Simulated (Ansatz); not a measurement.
Isolated molecules relaxed with PBE0-D4/def2-TZVP in Ansatz; ΔE leaves out vibrations. CCSD(T)/CBS is the MP2 limit (def2-TZVPP, def2-QZVPP) plus CCSD(T) − MP2 in def2-TZVPP, frozen cores. This one scheme is used for every species. def2 core potentials past Kr. For Sn outer-core shells are correlated without core-valence functions, which leaves a few kJ/mol of doubt a bond. One conformer a species, not always the lowest.

`FC[CH2][SnH3]` + H₂ → `C[CH2][SnH3]` + H–F  (hydrogenolysis of a C–F bond)

```csv
species,CCSD(T)/CBS(def2) energy (Eh)
`FC[CH2][SnH3]`,-394.10404
H₂,-1.17544
`C[CH2][SnH3]`,-294.92046
H–F,-100.39570
```

(1) Work out ΔE.

Largest T1 diagnostic among the species: 0.012.

Results:

(1) ΔE = (-294.92046) + (-100.39570) − (-394.10404) − (-1.17544) = -0.03668 Eh = -96.3 kJ/mol.

Leaving LDA and LC-ωPBE aside and taking each functional with its dispersion term where it has one, the values, not all of them listed here, spread over 17.8 kJ/mol, from PBE-QIDH to BLYP-D4. From BLYP to BHLYP (50 % exact exchange), in def2-TZVPP and without D4, ΔE moves by −9.5 kJ/mol. At CCSD(T), def2-SVP lies +10.1 kJ/mol from the extrapolated value and def2-TZVPP +2.3 kJ/mol.
